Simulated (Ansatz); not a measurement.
# Which is lower?

The two ends of one reaction step of AlSiNH6OF, doublet (PBE0-D4/def2-TZVP).

A:

```csv
atom,x (Å),y (Å),z (Å)
Al1,-1.3064,-0.2227,0.5054
O2,-0.1044,0.1425,-0.6639
Si3,0.5047,0.5040,-2.1184
F4,-1.9220,1.0901,1.3473
H5,0.6002,-1.5476,1.6975
N6,-0.0096,-0.7880,1.9825
H7,0.7198,1.9710,-2.2600
H8,-0.3945,0.0576,-3.2196
H9,1.8218,-0.1717,-2.2974
H10,0.5722,0.0220,2.1868
H11,-0.4819,-1.0571,2.8396
```

B:

| atom | x (Å) | y (Å) | z (Å) |
| --- | --- | --- | --- |
| Al1 | -1.3917 | -0.3495 | 0.8097 |
| O2 | 0.0802 | -0.6111 | -0.5197 |
| Si3 | 0.5015 | 0.3622 | -1.8336 |
| F4 | -1.6971 | 1.2634 | 0.4651 |
| H5 | 0.6946 | -0.7014 | 0.2497 |
| N6 | -0.0820 | -0.5874 | 2.0791 |
| H7 | 0.9938 | 1.6733 | -1.3565 |
| H8 | -0.7313 | 0.4862 | -2.6351 |
| H9 | 1.5673 | -0.3387 | -2.5880 |
| H10 | 0.1603 | 0.2083 | 2.6570 |
| H11 | -0.0956 | -1.4053 | 2.6722 |

Ansatz 0.2.0; basis: def2-TZVPP; cores frozen in the correlated methods; orbitals are unrestricted. B3LYP uses VWN-RPA correlation.

(1) Which structure is lower at CCSD(T), and by how much? (To be estimated.)

T1 diagnostic: at most 0.014. ⟨S²⟩ of the unrestricted Hartree–Fock references: 0.75 (a pure state has 0.75).

Answers

(1) The calculation gives: A, by 119.3 kJ/mol (electronic energy, against the other). By their contacts, A is AlSiNH₆OF ([NH3][Al]([F])[O][SiH3]) and B is AlSiNH₆OF ([NH2][Al]([F])[OH][SiH3]).

All methods give the same order:

| method | E(B) − E(A) (kJ/mol) |
| --- | --- |
| SPW92 | 100.5 |
| PBE-D4 | 108.2 |
| BLYP-D4 | 111.3 |
| r2SCAN-D4 | 117.9 |
| B97M-V | 124.0 |
| PBE0-D4 | 115.5 |
| B3LYP-D4 | 116.9 |
| r2SCAN0-D4 | 121.2 |
| BHLYP-D4 | 124.5 |
| CAM-B3LYP-D4 | 118.2 |
| wB97X-V | 117.9 |
| wB97M-V | 114.0 |
| B2PLYP | 120.3 |
| PBE-QIDH | 121.1 |
| RPA on PBE | 117.9 |
| HF | 139.7 |
| MP2 | 119.5 |
| CCSD | 122.7 |
| CCSD(T) | 119.3 |

Labels in which every atom is bracketed show which atoms are joined, not bond orders.

For scale, one of the runs: CCSD(T)/def2-TZVPP, 261 basis functions, launched by `ansatz run in.yaml --threads 4 --pin off --events-out ev --progress --plain --max-ram 63488MiB --backend cuda --devices 0, --max-vram 37GiB`. The run took 12 s on 4 CPU threads of an AMD EPYC 7R13 and a share of one NVIDIA H100 (shared host), with 0.87 GiB of host memory at its peak.
